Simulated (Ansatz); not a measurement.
`[SiH3][BH][AlH][SiH3]` + `CCBS` → `CCBS[SiH3]` + `[BH2][AlH][SiH3]`  (cleavage of the Si–B bond)

Computed with Ansatz on PBE0-D4/def2-TZVP structures; ΔE is electronic, products minus reactants. CCSD(T)/CBS is the MP2 limit (def2-TZVPP, def2-QZVPP) plus CCSD(T) − MP2 in def2-TZVPP, frozen cores. This one scheme is used for every species. Functionals use def2-TZVPP. One conformer a species, not always the lowest.

| level | ΔE (eV) |
| --- | --- |
| PBE-D4 | -0.43 |
| ωB97M-V | -0.57 |
| SCS-MP2/def2-TZVPP | -0.64 |
| HF/def2-QZVPP | -0.66 |

(1) What does CCSD(T)/CBS give? (Best estimate.)

Largest T1 diagnostic among the species: 0.014.

Results:

(1) Computed: -0.57 eV. The listed levels differ from it by 0.14, 0.00, -0.07, -0.09 eV.

From PBE to PBE0 (25 % exact exchange), in def2-TZVPP and without D4, ΔE moves by −0.06 eV.
